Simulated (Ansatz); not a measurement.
CH12N2Si3, SMILES N[SiH2]C([SiH3])(N)[SiH3]. Atoms are numbered in the order given.

```xyz
18

N      2.5920     0.0873    -0.3226
Si     1.2118     0.9349     0.2979
C     -0.3033    -0.2028     0.2941
N     -0.2517    -1.2230     1.3667
Si    -1.9109     0.7702     0.5214
Si    -0.3979    -1.1187    -1.3643
H      3.2493     0.5722    -0.9212
H      3.0535    -0.6461     0.2022
H      1.3740     1.3833     1.7249
H      1.0425     2.1324    -0.5813
H      0.5454    -1.8478     1.2497
H     -0.1528    -0.7891     2.2846
H     -2.0548     1.7976    -0.5563
H     -1.8760     1.4749     1.8439
H     -3.0915    -0.1434     0.5051
H      0.6264    -2.2074    -1.3837
H     -1.7449    -1.7398    -1.5574
H     -0.1405    -0.1692    -2.4893
```

The structure is a stationary point at PBE0-D3(BJ)/def2-SVP. This is a generated structure with no PubChem entry under its InChIKey; it may be hypothetical. Other conformers were not sampled.

Two levels are set side by side: PBE-D3(BJ)/def2-SVP (Ansatz, an electronic-structure program) and PBE0-D3(BJ)/def2-SVP (Ansatz). Each level has its own optimised geometry; the coordinates shown are those of the second. Differences are taken from unrounded values.

| quantity | PBE0-D3(BJ) |
|---|---|
| mean bond length (Å) | 1.467 |
| bond N1–Si2 (Å) | 1.735 |
| bond Si2–C3 (Å) | 1.895 |
| bond C3–N4 (Å) | 1.481 |
| bond C3–Si5 (Å) | 1.893 |
| bond C3–Si6 (Å) | 1.897 |
| bond N1–H7 (Å) | 1.013 |
| bond N1–H8 (Å) | 1.013 |
| bond Si2–H9 (Å) | 1.505 |
| bond Si2–H10 (Å) | 1.495 |
| bond N4–H11 (Å) | 1.020 |
| bond N4–H12 (Å) | 1.020 |
| bond Si5–H13 (Å) | 1.496 |
| bond Si5–H14 (Å) | 1.499 |
| bond Si5–H15 (Å) | 1.493 |
| bond Si6–H16 (Å) | 1.495 |
| bond Si6–H17 (Å) | 1.496 |

Q: What does PBE-D3(BJ) give, and how far is it from PBE0-D3(BJ)? (Estimate from the structure and the level; the computed values follow.)

A: 
```json
[
 {"quantity": "mean bond length (Å)", "PBE-D3(BJ)": "1.478", "PBE-D3(BJ) minus PBE0-D3(BJ)": "0.011"},
 {"quantity": "bond N1–Si2 (Å)", "PBE-D3(BJ)": "1.752", "PBE-D3(BJ) minus PBE0-D3(BJ)": "0.017"},
 {"quantity": "bond Si2–C3 (Å)", "PBE-D3(BJ)": "1.907", "PBE-D3(BJ) minus PBE0-D3(BJ)": "0.012"},
 {"quantity": "bond C3–N4 (Å)", "PBE-D3(BJ)": "1.492", "PBE-D3(BJ) minus PBE0-D3(BJ)": "0.011"},
 {"quantity": "bond C3–Si5 (Å)", "PBE-D3(BJ)": "1.905", "PBE-D3(BJ) minus PBE0-D3(BJ)": "0.013"},
 {"quantity": "bond C3–Si6 (Å)", "PBE-D3(BJ)": "1.910", "PBE-D3(BJ) minus PBE0-D3(BJ)": "0.013"},
 {"quantity": "bond N1–H7 (Å)", "PBE-D3(BJ)": "1.023", "PBE-D3(BJ) minus PBE0-D3(BJ)": "0.010"},
 {"quantity": "bond N1–H8 (Å)", "PBE-D3(BJ)": "1.023", "PBE-D3(BJ) minus PBE0-D3(BJ)": "0.010"},
 {"quantity": "bond Si2–H9 (Å)", "PBE-D3(BJ)": "1.518", "PBE-D3(BJ) minus PBE0-D3(BJ)": "0.013"},
 {"quantity": "bond Si2–H10 (Å)", "PBE-D3(BJ)": "1.506", "PBE-D3(BJ) minus PBE0-D3(BJ)": "0.011"},
 {"quantity": "bond N4–H11 (Å)", "PBE-D3(BJ)": "1.030", "PBE-D3(BJ) minus PBE0-D3(BJ)": "0.010"},
 {"quantity": "bond N4–H12 (Å)", "PBE-D3(BJ)": "1.030", "PBE-D3(BJ) minus PBE0-D3(BJ)": "0.010"},
 {"quantity": "bond Si5–H13 (Å)", "PBE-D3(BJ)": "1.506", "PBE-D3(BJ) minus PBE0-D3(BJ)": "0.010"},
 {"quantity": "bond Si5–H14 (Å)", "PBE-D3(BJ)": "1.509", "PBE-D3(BJ) minus PBE0-D3(BJ)": "0.010"},
 {"quantity": "bond Si5–H15 (Å)", "PBE-D3(BJ)": "1.503", "PBE-D3(BJ) minus PBE0-D3(BJ)": "0.010"},
 {"quantity": "bond Si6–H16 (Å)", "PBE-D3(BJ)": "1.506", "PBE-D3(BJ) minus PBE0-D3(BJ)": "0.011"},
 {"quantity": "bond Si6–H17 (Å)", "PBE-D3(BJ)": "1.506", "PBE-D3(BJ) minus PBE0-D3(BJ)": "0.010"}
]
```

GGA bonds tend to be longer and softer than those of functionals with exact exchange. Differences between two approximate levels are no errors against the true value.
